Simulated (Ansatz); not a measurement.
C$_{10}$H$_{23}$P, SMILES `CCP(C(C)(C)C)C(C)(C)C`, one more setting.

```yaml
crystal:
  periodic: [false, false, false]
  atoms:
    - {symbol: C, position_ang: [-1.530009, -1.201236, -2.545513]}
    - {symbol: C, position_ang: [-0.872637, -0.089503, -1.739037]}
    - {symbol: P, position_ang: [-0.631064, -0.520823, 0.050154]}
    - {symbol: C, position_ang: [-0.844952, 1.177401, 0.851312]}
    - {symbol: C, position_ang: [-2.363086, 1.378278, 0.889485]}
    - {symbol: C, position_ang: [-0.342051, 1.130359, 2.290982]}
    - {symbol: C, position_ang: [-0.213940, 2.366281, 0.132895]}
    - {symbol: C, position_ang: [1.185737, -1.032419, 0.115096]}
    - {symbol: C, position_ang: [1.341884, -2.135631, -0.933053]}
    - {symbol: C, position_ang: [2.217583, 0.052488, -0.161176]}
    - {symbol: C, position_ang: [1.449477, -1.660779, 1.483804]}
    - {symbol: H, position_ang: [-2.493233, -1.475332, -2.109453]}
    - {symbol: H, position_ang: [-0.920320, -2.105442, -2.574081]}
    - {symbol: H, position_ang: [-1.703002, -0.884780, -3.578061]}
    - {symbol: H, position_ang: [0.070884, 0.224006, -2.197360]}
    - {symbol: H, position_ang: [-1.523290, 0.787997, -1.760948]}
    - {symbol: H, position_ang: [-2.595414, 2.333919, 1.371896]}
    - {symbol: H, position_ang: [-2.802445, 1.401818, -0.111284]}
    - {symbol: H, position_ang: [-2.854319, 0.580840, 1.451206]}
    - {symbol: H, position_ang: [-0.725748, 0.256027, 2.823395]}
    - {symbol: H, position_ang: [-0.680774, 2.023679, 2.826785]}
    - {symbol: H, position_ang: [0.747900, 1.113621, 2.343404]}
    - {symbol: H, position_ang: [-0.486155, 3.290659, 0.655340]}
    - {symbol: H, position_ang: [0.873395, 2.311584, 0.110927]}
    - {symbol: H, position_ang: [-0.566879, 2.463010, -0.895462]}
    - {symbol: H, position_ang: [2.326667, -2.601511, -0.821940]}
    - {symbol: H, position_ang: [1.274402, -1.748405, -1.951483]}
    - {symbol: H, position_ang: [0.587205, -2.917378, -0.810405]}
    - {symbol: H, position_ang: [2.252937, 0.795295, 0.637041]}
    - {symbol: H, position_ang: [3.214900, -0.397336, -0.229401]}
    - {symbol: H, position_ang: [2.028765, 0.571463, -1.104026]}
    - {symbol: H, position_ang: [2.456904, -2.091099, 1.502249]}
    - {symbol: H, position_ang: [1.385692, -0.936195, 2.295590]}
    - {symbol: H, position_ang: [0.735008, -2.460855, 1.691113]}
basis:
  gaussian: {orbitals: aug-cc-pVTZ, nuclear_model: gaussian}
hamiltonian: {xc: {name: RPBE}, dispersion: d3bj}
accuracy: high
```

```sh
$ ansatz run in.yaml --threads 11 --pin off --events-out ev --progress --plain --max-ram 174080MiB --backend cuda --devices 0, --max-vram 75GiB
```

Shortened log:

```
Functional definition: RPBE
15112 factors; integrals over basis functions are off by at most 2.4e-8 eV
mean field evaluation 1: about -19989.0892 eV, gradient 1.4e2 eV
mean field evaluation 2: about -19753.7727 eV, gradient 3.2e2 eV
mean field evaluation 4: about -20035.2109 eV, gradient 3.6e1 eV
mean field evaluation 8: about -20038.2919 eV, gradient 2.4e-1 eV
mean field evaluation 16: about -20038.2798 eV, gradient 7.0e-4 eV
mean field -20038.27976286 eV, -736.3931988513 hartree, gradient 2.7e-8 eV, S^2 0.000000; 0 other end points of the search recorded, 0 dependent functions left out
reference -20038.27977345 eV, -736.3931992405 hartree; 49, 49 occupied and 990, 990 virtual orbitals, 15112 factors
Total energy: -20042.75465358 eV, -736.5576480519 hartree
```

Hardware: 11 threads of an AMD EPYC 7R13 on a shared host and a whole NVIDIA H100 80 GB. Wall time 27 s, peak host memory 4.7 GiB.
